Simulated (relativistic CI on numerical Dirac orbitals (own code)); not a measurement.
**La XX: q coefficients and field-shift factors**

Computed by Dirac-Coulomb-Breit CI, separate exchange-only KLI orbitals for each configuration, derivatives by finite differences, unscaled Slater integrals, QED left out (own radial code, finite nucleus).

CI space (outside the closed core [Ar] 3d10): 4s²4p⁶4d², 4s²4p⁵4d³, 4s²4p⁶4d4f, 4s²4p⁶4d5s, 4s4p⁶4d²4f, 4s²4p⁶4d5p, 4s²4p⁶4f², 4s4p⁶4f³. Double excitations out of closed p, d and f shells are left out; levels of such configurations are missing from the list, as are those of other unlisted configurations, and high levels can miss mixing partners.

With x = (α/α₀)² − 1 an excitation energy changes as ω = ω₀ + qx; K = 2q/ω₀ is the relative enhancement. Terms are leading LS components, so labels can repeat. The field-shift factor is F = δν/δ⟨r²⟩ for the transition from the lowest level.

Lowest level 4s²4p⁶4d² ³F2.

| Level | ω₀ (cm⁻¹) | q (cm⁻¹) | K | F (GHz/fm²) |
| --- | --- | --- | --- | --- |
| 4s²4p⁶4d² ³F3 | 26256 | 29420 | 2.24 | 0.37 |
| 4s²4p⁶4d² ³P0 | 36700 | 5660 | 0.308 | 0.185 |
| 4s²4p⁶4d² ³F4 | 45456 | 41260 | 1.82 | 0.549 |
| 4s²4p⁶4d² ³P2 | 48122 | 27890 | 1.16 | 0.432 |
| 4s²4p⁶4d² ³P1 | 53657 | 29550 | 1.1 | 0.47 |
| 4s²4p⁶4d² ¹G4 | 78057 | 48780 | 1.25 | 0.731 |
| 4s²4p⁶4d² ³P2 | 82638 | 60340 | 1.46 | 0.86 |
| 4s²4p⁶4d² ¹S0 | 135823 | 53350 | 0.786 | 0.989 |
| 4s²4p⁵4d³ ⁵F°2 | 723982 | 30350 | 0.0839 | 2.25 |
| 4s²4p⁵4d³ ⁵D°1 | 726703 | 32890 | 0.0905 | 2.23 |
| 4s²4p⁵4d³ ⁵F°3 | 732633 | 47450 | 0.13 | 2.47 |
| 4s²4p⁵4d³ ⁵D°0 | 733566 | 39520 | 0.108 | 2.35 |
| 4s²4p⁵4d³ ⁵S°2 | 742364 | 58780 | 0.158 | 2.25 |

At this charge energies of transitions that change n are usually good to better than 1 %, and those within a shell (Δn = 0) to a few per cent. Terms inside the open d or f shell come out 10 to 20 % too wide with unscaled integrals.
